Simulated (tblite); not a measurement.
Compound: C₈H₁₆Si.
Structure used (GFN2-xTB), in Å, numbered top down from 1:
```
atom  x, y, z in Å
C1    -2.7920   -0.8864    0.5650
C2    -1.4661   -0.3284    0.1117
C3    -1.4582    1.0840   -0.4857
C4     0.0498    1.2162   -0.7860
C5     0.5249   -0.1522   -0.2836
C6     1.9942   -0.4781   -0.3897
Si7    3.1275    0.6156    0.6780
C8    -0.5578   -1.0773   -0.8812
C9    -0.2427   -0.2656    1.0460
H10   -3.2281   -0.2464    1.3301
H11   -3.4848   -0.9438   -0.2727
H12   -2.6659   -1.8847    0.9792
H13   -1.8104    1.8282    0.2283
H14   -2.0743    1.1491   -1.3825
H15    0.2558    1.3535   -1.8477
H16    0.5132    2.0341   -0.2359
H17    2.1408   -1.5221   -0.1009
H18    2.2940   -0.4038   -1.4380
H19    2.7354    0.5117    2.0843
H20    3.0577    2.0143    0.2492
H21    4.5039    0.1395    0.5211
H22   -0.4150   -2.1247   -0.6240
H23   -0.7782   -0.9781   -1.9428
H24   -0.0563   -1.2018    1.5677
H25   -0.1781    0.5717    1.7383
```

Method: GFN2-xTB as coded in tblite; computed harmonic values from a numerical Hessian at the method's own geometry, unscaled. The method is semi-empirical: single wavenumbers can be off by several per cent or more. Modes of hydrogen on silicon can be 10 to 20 % off. One conformer, not necessarily the lowest.

Harmonic wavenumbers (cm⁻¹): 37.6, 110.4, 135.2, 175.2, 229.4, 245.0, 255.8, 344.0, 408.7, 450.0, 490.3, 504.8, 515.4, 588.3, 645.7, 741.4, 780.4, 782.2, 795.1, 802.2, 808.4, 844.9, 885.1, 891.8, 950.1, 958.0, 968.2, 1000.0, 1010.0, 1029.3, 1042.1, 1066.4, 1086.6, 1122.1, 1148.4, 1181.1, 1195.6, 1216.6, 1225.0, 1239.7, 1263.0, 1265.1, 1279.6, 1331.2, 1353.7, 1408.0, 1473.7, 1484.7, 1487.9, 1492.3, 1494.0, 1496.8, 1520.3, 2251.2, 2255.8, 2265.5, 2951.4, 2967.5, 2976.5, 2988.1, 2995.7, 2998.3, 2998.5, 3005.8, 3011.5, 3016.8, 3021.2, 3024.5, 3031.0.

A = 3126, B = 799.3, C = 770.4 MHz; mass 140.102 u (most abundant isotopes); point group C1, symmetry number 1.

Problem. Zero-point energy?

Solution. Half the sum of the wavenumbers: 47008 cm⁻¹ = 134.40 kcal/mol.

Problem. What is S at 350 K and 1 bar for an ideal gas of classical rigid rotors and harmonic oscillators?

Solution. Translation 41.55, rotation 29.98, vibration 34.31: S = 105.8 cal/(mol K).

Problem. And Cp and H(350 K) − H(0)?

Solution. Cp = 50.52 cal/(mol K), of which vibrations give 42.57 (their classical limit is 69 R = 137.1); H(350 K) − H(0) = 9.47 kcal/mol without the zero-point energy, 6.69 from vibrations.

Problem. Blend soft modes into free rotors: weight 1/[1 + (100 cm⁻¹/ν̃)⁴] for the oscillator and the rest for a rotor with moment μB/(μ + B), μ = h/(8π²ν), B = 10⁻⁴⁴ kg m². What vibrational entropy results?

Solution. 32.25 cal/(mol K) in place of 34.31, which changes −T·S at 350 K by +0.72 kcal/mol.

Problem. What must be added to the electronic energy to get the Gibbs energy at 350 K and 1 bar?

Solution. ZPE + [H(350 K) − H(0)] − T·S = 134.40 + 9.47 − 37.04 = 106.83 kcal/mol.

Problem. How do the functions run with temperature in this model?

Solution. 
| T (K) | S (cal/(mol K)) | Cp (cal/(mol K)) | H − H(0) (kcal/mol) | G − H(0) (kcal/mol) | ln q(vib) |
| --- | --- | --- | --- | --- | --- |
| 100 | 68.6 | 17.5 | 1.22 | -5.65 | 1.45 |
| 200 | 84.2 | 29.1 | 3.53 | -13.32 | 3.75 |
| 300 | 98.6 | 43.2 | 7.13 | -22.46 | 6.29 |
| 500 | 127.2 | 69.8 | 18.56 | -45.06 | 11.93 |
| 800 | 166.2 | 95.6 | 43.72 | -89.22 | 20.82 |
| 1000 | 188.8 | 106.7 | 64.01 | -124.76 | 26.59 |

q(vib) and H(0) count from the zero-point level.

Problem. Which modes carry the vibrational entropy at 350 K?

Solution. 37.6 cm⁻¹: 5.70; 110.4 cm⁻¹: 3.57; 135.2 cm⁻¹: 3.18; 175.2 cm⁻¹: 2.68; 229.4 cm⁻¹: 2.18; 245.0 cm⁻¹: 2.05 cal/(mol K); the other 63 give 14.95 together.

Hindered rotation and anharmonicity are outside this model. Other conformers, if any are populated, would add a mixing term that is left out. The structure is chiral; the term R ln 2 for an equal mix with its mirror image is left out.
